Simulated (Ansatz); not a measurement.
Basis-set extrapolation for `C[SiH]1[SiH2]B1[SiH3]` (PBE0-D4/def2-TZVP geometry, frozen core, the Gaussian-basis code of Ansatz). Multiplicity 1, RHF reference.

|  | def2-TZVPP | def2-QZVPP |
| --- | --- | --- |
| HF | -934.561873 | -934.590888 |
| MP2 correlation | -0.660406 | -0.703773 |
| CCSD(T) correlation | -0.764585 | not run |

Energies in hartree. Use E(X) = E(∞) + A·exp(−7.88·√X) for Hartree–Fock and E(X) = E(∞) + B·X^(−2.97) for correlation, with X = 3 and 4, and add CCSD(T) minus MP2 of the smaller set to the MP2 limit.

Q: What is the CCSD(T) energy at the basis-set limit?

A: HF limit: -934.590888 + (-0.029015) × 0.13774 = -934.59488. MP2 limit: -0.703773 + (-0.043367) × 0.74074 = -0.73590. Higher-order term: -0.764585 − (-0.660406) = -0.10418. Total: -935.43496 hartree, 284.9 kJ/mol below CCSD(T)/def2-TZVPP.
